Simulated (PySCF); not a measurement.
CF, SMILES [C]F (connectivity only; charge and spin as stated), neutral, multiplicity 2. Atoms are numbered in the order given.

```xyz
2

C      0.0000     0.0000    -0.7612
F      0.0000     0.0000     0.5075
```
Charge 0, spin multiplicity 2.

The structure is a stationary point at PBE0-D3(BJ)/def2-TZVPD.

These are ωB97X/def2-TZVPD (PySCF) values and carry that method's errors.

The molecule is in vacuum.

* **total energy**: -137.80773 hartree
* **point group**: C∞v
* **α spin, highest occupied and lowest empty level**: -8.73 and -0.20 eV
* **β spin, highest occupied and lowest empty level**: -13.29 and 0.27 eV
* **dipole moment**: 0.80 D
* **⟨S²⟩**: 0.754 (pure state 0.75)
